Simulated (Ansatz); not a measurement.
Ca4Se3⁺, 7 atoms. Hardware: 4 threads of Intel Xeon on a shared host.

Correlated methods freeze 47 core orbitals; core or outer-core shells of Ca, Se are correlated, in sets that lack core-valence functions.

How many basis functions does each of these Ansatz runs have, and roughly what does it cost? PBE-D4/def2-TZVP, charge 0 singlet at the geometry of the charge 1 doublet, energy, from earlier orbitals; RPA@PBE/def2-SVP, charge 1 doublet, energy, from earlier orbitals; PBE-D4/def2-SVP, charge 1 doublet, relaxation, 15 steps; PBE-D4/def2-SVP, charge 1 doublet, energy with a search over starts; MP2/def2-SVP, charge 1 doublet, energy, from earlier orbitals; PBE0-D4/def2-SVP, charge 1 doublet, energy and forces, from earlier orbitals; r2SCAN0-D4/def2-SVP, charge 1 doublet, energy, from earlier orbitals; B2PLYP/def2-SVP, charge 0 triplet at the geometry of the charge 1 doublet, energy, from earlier orbitals; B2PLYP/def2-TZVP, charge 0 singlet at the geometry of the charge 1 doublet, energy, from earlier orbitals; B2PLYP/def2-SVP, charge 1 doublet, energy, from earlier orbitals; PBE-D4/def2-SVP, charge 0 triplet at the geometry of the charge 1 doublet, energy, from earlier orbitals; PBE-D4/def2-SVP, charge 1 doublet, energy, from earlier orbitals.

Other jobs shared the machine, so times can vary by a factor of up to 3. A dash marks memory too small to be measured apart from the calling script's.

| run | functions | fitting or Cholesky vectors | wall time | peak host memory (GiB) |
| --- | --- | --- | --- | --- |
| PBE-D4/def2-TZVP, charge 0 singlet at the geometry of the charge 1 doublet, energy, from earlier orbitals | 288 | 2629 | 13 s | 0.82 |
| PBE-D4/def2-SVP, charge 1 doublet, energy, from earlier orbitals | 192 | 2174 | 18 s | – |
| PBE-D4/def2-SVP, charge 1 doublet, energy with a search over starts | 192 | 2174 | 18 s | 0.58 |
| MP2/def2-SVP, charge 1 doublet, energy, from earlier orbitals | 192 | 2017 | 26 s | 1.1 |
| RPA@PBE/def2-SVP, charge 1 doublet, energy, from earlier orbitals | 192 | 2017 | 29 s | 0.86 |
| PBE0-D4/def2-SVP, charge 1 doublet, energy and forces, from earlier orbitals | 192 | 2017 | 38 s | 1.3 |
| B2PLYP/def2-SVP, charge 1 doublet, energy, from earlier orbitals | 192 | 2017 | 39 s | 1.3 |
| PBE-D4/def2-SVP, charge 0 triplet at the geometry of the charge 1 doublet, energy, from earlier orbitals | 192 | 2174 | 41 s | 0.9 |
| B2PLYP/def2-TZVP, charge 0 singlet at the geometry of the charge 1 doublet, energy, from earlier orbitals | 288 | 2502 | 49 s | 1.6 |
| r2SCAN0-D4/def2-SVP, charge 1 doublet, energy, from earlier orbitals | 192 | 2017 | 55 s | 1.5 |
| B2PLYP/def2-SVP, charge 0 triplet at the geometry of the charge 1 doublet, energy, from earlier orbitals | 192 | 2017 | 60 s | 1.7 |
| PBE-D4/def2-SVP, charge 1 doublet, relaxation, 15 steps | 192 | 2174 | 2.6 min | – |
